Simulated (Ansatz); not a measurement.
Reaction (substitution at a C–C bond): `CC1(Cl)CB1F` + `CC[SeH]` → `CC[Se]C` + `FB1CC1Cl`

Gas-phase electronic energies from Ansatz, PBE0-D4/def2-TZVP geometries. CBS: MP2 limit from def2 TZ/QZ plus the TZ coupled-cluster correction, frozen cores. Functionals use def2-TZVPP. For Se outer-core shells are correlated without core-valence functions, which leaves a few kJ/mol of doubt a bond. Scalar relativity is left out up to krypton. One conformer a species, not always the lowest.

`CC1(Cl)CB1F`:

Cartesian coordinates in Å:
```
C -0.315 1.389 -0.029
C -0.085 -0.016 0.437
Cl 0.281 -0.126 2.174
C 0.800 -0.970 -0.449
B -0.638 -1.318 -0.126
F -1.613 -2.184 -0.162
H -1.161 1.838 0.495
H 0.571 2.006 0.145
H -0.537 1.399 -1.099
H 1.631 -1.487 0.023
H 1.063 -0.530 -1.408
```

`CC[SeH]`:

```xyz
9

C    -0.470    0.117    0.855
C    -0.261   -0.223   -0.604
Se    1.280    0.671   -1.416
H    -1.367   -0.380    1.238
H    -0.585    1.192    0.997
H     0.377   -0.211    1.462
H    -1.103    0.110   -1.215
H    -0.146   -1.295   -0.763
H     2.276    0.018   -0.555
```

`CC[Se]C`:

Cartesian coordinates in Å:
```
C 1.864 0.244 -0.800
C 0.415 0.397 -0.388
Se -0.135 -1.117 0.715
C -1.963 -0.541 1.017
H 2.522 0.206 0.071
H 2.017 -0.669 -1.379
H 2.175 1.090 -1.419
H 0.264 1.307 0.195
H -0.242 0.431 -1.259
H -2.499 -0.465 0.071
H -1.980 0.414 1.540
H -2.439 -1.299 1.638
```

`FB1CC1Cl`:

Z-matrix (Å, degrees):
```
C
B 1 1.512
C 1 1.571 2 59.0
H 1 1.089 2 118.0 3 106.5
H 1 1.086 2 124.6 3 -99.6
F 2 1.304 1 148.6 3 -167.6
Cl 3 1.760 1 118.6 2 109.8
H 3 1.084 1 114.4 2 -115.5
```

Task: Is it downhill or uphill in electronic energy at CCSD(T)/CBS, and by how much? (Best estimate.)

Result: Computed: Uphill: ΔE = +14.9 kJ/mol.

Task: What do these levels give: PBE-QIDH, r2SCAN, PBE0, r2SCAN0, SCS-MP2/def2-TZVPP, CCSD/CBS(def2)? (Best estimate.)

Result: The calculation gave: PBE-QIDH 14.9, r2SCAN 15.0, PBE0 13.4, r2SCAN0 15.1, SCS-MP2/def2-TZVPP 13.1, CCSD/CBS(def2) 14.3 kJ/mol.

Largest T1 diagnostic among the species: 0.012.

From BLYP to BHLYP (50 % exact exchange), in def2-TZVPP and without D4, ΔE moves by +3.8 kJ/mol. At CCSD(T), def2-SVP lies +19.7 kJ/mol from the extrapolated value and def2-TZVPP +0.1 kJ/mol. Leaving LDA and LC-ωPBE aside and taking each functional with its dispersion term where it has one, the values, not all of them listed here, spread over 5.1 kJ/mol, from B2PLYP to B97M-V. LDA lies +10.9 kJ/mol from PBE without D4.
